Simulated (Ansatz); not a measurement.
The cluster B₆Pt⁺. The state is a doublet with charge 1. Geometry r2SCAN-D4/def2-SVP.

Cartesian coordinates in Å:
```
Pt 0.766 -0.382 1.891
B 0.107 -0.870 0.057
B 0.739 0.273 -1.228
B -1.405 0.067 -0.401
B 0.913 0.904 0.262
B -0.636 0.760 0.855
B -0.485 -0.754 -1.435
```

In the def2 sets Pt takes a core potential; there is no spin–orbit coupling. LC-ωPBE has ω = 0.4 bohr⁻¹. Another isomer (doublet) lies 1.06 eV lower at PBE0-D4/def2-TZVP; other spin states weren't run for this one.

Task: Estimate the α-spin orbital energies around the gap (eV) in Ansatz with PBE-D4/def2-SVP, PBE-D4/def2-TZVP, PBE0-D4/def2-SVP, PBE0-D4/def2-TZVP, LC-ωPBE/def2-TZVP.

Result: 
```json
{"orbital": "HOMO−13", "PBE-D4/def2-SVP": "-24.06", "PBE-D4/def2-TZVP": "-24.09", "PBE0-D4/def2-SVP": "-26.31", "PBE0-D4/def2-TZVP": "-26.33", "LC-ωPBE/def2-TZVP": "-29.83"}
{"orbital": "HOMO−12", "PBE-D4/def2-SVP": "-19.38", "PBE-D4/def2-TZVP": "-19.40", "PBE0-D4/def2-SVP": "-21.10", "PBE0-D4/def2-TZVP": "-21.12", "LC-ωPBE/def2-TZVP": "-24.23"}
{"orbital": "HOMO−11", "PBE-D4/def2-SVP": "-17.92", "PBE-D4/def2-TZVP": "-17.97", "PBE0-D4/def2-SVP": "-19.67", "PBE0-D4/def2-TZVP": "-19.72", "LC-ωPBE/def2-TZVP": "-22.96"}
{"orbital": "HOMO−10", "PBE-D4/def2-SVP": "-16.41", "PBE-D4/def2-TZVP": "-16.42", "PBE0-D4/def2-SVP": "-17.83", "PBE0-D4/def2-TZVP": "-17.83", "LC-ωPBE/def2-TZVP": "-20.79"}
{"orbital": "HOMO−9", "PBE-D4/def2-SVP": "-15.31", "PBE-D4/def2-TZVP": "-15.29", "PBE0-D4/def2-SVP": "-16.61", "PBE0-D4/def2-TZVP": "-16.57", "LC-ωPBE/def2-TZVP": "-19.32"}
{"orbital": "HOMO−8", "PBE-D4/def2-SVP": "-14.57", "PBE-D4/def2-TZVP": "-14.56", "PBE0-D4/def2-SVP": "-15.87", "PBE0-D4/def2-TZVP": "-15.85", "LC-ωPBE/def2-TZVP": "-18.55"}
{"orbital": "HOMO−7", "PBE-D4/def2-SVP": "-13.87", "PBE-D4/def2-TZVP": "-13.84", "PBE0-D4/def2-SVP": "-15.07", "PBE0-D4/def2-TZVP": "-15.03", "LC-ωPBE/def2-TZVP": "-17.73"}
{"orbital": "HOMO−6", "PBE-D4/def2-SVP": "-13.51", "PBE-D4/def2-TZVP": "-13.48", "PBE0-D4/def2-SVP": "-14.71", "PBE0-D4/def2-TZVP": "-14.66", "LC-ωPBE/def2-TZVP": "-17.30"}
{"orbital": "HOMO−5", "PBE-D4/def2-SVP": "-13.29", "PBE-D4/def2-TZVP": "-13.28", "PBE0-D4/def2-SVP": "-14.63", "PBE0-D4/def2-TZVP": "-14.60", "LC-ωPBE/def2-TZVP": "-17.28"}
{"orbital": "HOMO−4", "PBE-D4/def2-SVP": "-12.93", "PBE-D4/def2-TZVP": "-12.91", "PBE0-D4/def2-SVP": "-14.10", "PBE0-D4/def2-TZVP": "-14.05", "LC-ωPBE/def2-TZVP": "-16.61"}
{"orbital": "HOMO−3", "PBE-D4/def2-SVP": "-12.91", "PBE-D4/def2-TZVP": "-12.88", "PBE0-D4/def2-SVP": "-13.97", "PBE0-D4/def2-TZVP": "-13.92", "LC-ωPBE/def2-TZVP": "-16.35"}
{"orbital": "HOMO−2", "PBE-D4/def2-SVP": "-11.90", "PBE-D4/def2-TZVP": "-11.88", "PBE0-D4/def2-SVP": "-12.90", "PBE0-D4/def2-TZVP": "-12.86", "LC-ωPBE/def2-TZVP": "-15.22"}
{"orbital": "HOMO−1", "PBE-D4/def2-SVP": "-11.24", "PBE-D4/def2-TZVP": "-11.24", "PBE0-D4/def2-SVP": "-12.14", "PBE0-D4/def2-TZVP": "-12.11", "LC-ωPBE/def2-TZVP": "-14.41"}
{"orbital": "HOMO", "PBE-D4/def2-SVP": "-10.64", "PBE-D4/def2-TZVP": "-10.63", "PBE0-D4/def2-SVP": "-11.57", "PBE0-D4/def2-TZVP": "-11.54", "LC-ωPBE/def2-TZVP": "-13.91"}
{"orbital": "LUMO", "PBE-D4/def2-SVP": "-9.37", "PBE-D4/def2-TZVP": "-9.36", "PBE0-D4/def2-SVP": "-8.44", "PBE0-D4/def2-TZVP": "-8.41", "LC-ωPBE/def2-TZVP": "-6.24"}
{"orbital": "LUMO+1", "PBE-D4/def2-SVP": "-9.13", "PBE-D4/def2-TZVP": "-9.16", "PBE0-D4/def2-SVP": "-8.19", "PBE0-D4/def2-TZVP": "-8.20", "LC-ωPBE/def2-TZVP": "-5.95"}
{"orbital": "LUMO+2", "PBE-D4/def2-SVP": "-8.57", "PBE-D4/def2-TZVP": "-8.59", "PBE0-D4/def2-SVP": "-7.63", "PBE0-D4/def2-TZVP": "-7.65", "LC-ωPBE/def2-TZVP": "-5.45"}
{"orbital": "LUMO+3", "PBE-D4/def2-SVP": "-7.95", "PBE-D4/def2-TZVP": "-8.01", "PBE0-D4/def2-SVP": "-6.93", "PBE0-D4/def2-TZVP": "-6.98", "LC-ωPBE/def2-TZVP": "-4.58"}
{"orbital": "LUMO+4", "PBE-D4/def2-SVP": "-7.35", "PBE-D4/def2-TZVP": "-7.40", "PBE0-D4/def2-SVP": "-6.33", "PBE0-D4/def2-TZVP": "-6.36", "LC-ωPBE/def2-TZVP": "-4.01"}
{"orbital": "LUMO+5", "PBE-D4/def2-SVP": "-7.03", "PBE-D4/def2-TZVP": "-7.03", "PBE0-D4/def2-SVP": "-6.02", "PBE0-D4/def2-TZVP": "-6.01", "LC-ωPBE/def2-TZVP": "-3.67"}
{"orbital": "β HOMO", "PBE-D4/def2-SVP": "-11.20", "PBE-D4/def2-TZVP": "-11.20", "PBE0-D4/def2-SVP": "-12.10", "PBE0-D4/def2-TZVP": "-12.07", "LC-ωPBE/def2-TZVP": "-14.32"}
{"orbital": "β LUMO", "PBE-D4/def2-SVP": "-9.74", "PBE-D4/def2-TZVP": "-9.72", "PBE0-D4/def2-SVP": "-8.83", "PBE0-D4/def2-TZVP": "-8.78", "LC-ωPBE/def2-TZVP": "-6.54"}
```
